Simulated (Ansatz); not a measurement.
Start from `C[S][Ge][OH]` and change one atom or group to get `C[S][Ge][NH2]`.

Ansatz, PBE0-D4/def2-TZVP geometries, multiplicity 1. Each molecule was computed in one conformer, which needn't be the lowest.

Scalar relativity is left out up to krypton.

| property | `C[S][Ge][OH]` |
| --- | --- |
| HOMO–LUMO gap (PBE0/def2-TZVPP) / eV | 5.26 |
| HOMO–LUMO gap (ωB97M-V/def2-TZVPP) / eV | 9.23 |
| LUMO energy (B3LYP/def2-TZVPP) / eV | -2.02 |
| size of the dipole moment (PBE/def2-TZVPP) / D | 1.73 |
| size of the dipole moment (ωB97M-V/def2-TZVPP) / D | 1.75 |
| HOMO–LUMO gap (PBE/def2-TZVPP) / eV | 3.49 |

(1) What does the change do to each property? (Best estimate.)

## Answers

(1) Computed: 
```
                                          property  `C[S][Ge][NH2]`  shift
              HOMO–LUMO gap (PBE0/def2-TZVPP) / eV             5.37   0.11
           HOMO–LUMO gap (ωB97M-V/def2-TZVPP) / eV             9.33   0.10
               LUMO energy (B3LYP/def2-TZVPP) / eV            -1.53   0.49
    size of the dipole moment (PBE/def2-TZVPP) / D             0.72  -1.01
size of the dipole moment (ωB97M-V/def2-TZVPP) / D             0.90  -0.85
               HOMO–LUMO gap (PBE/def2-TZVPP) / eV             3.49   0.00
```

With PBE0 the HOMO rises by 0.37 eV and the LUMO rises by 0.48 eV, so the gap widens by about 0.11 eV. PBE moves the HOMO by 0.49 eV and ωB97M-V by 0.37 eV. Dipoles are sizes alone; their direction can turn.

B3LYP here is the variant with VWN-RPA as its local correlation; programs differ in this.
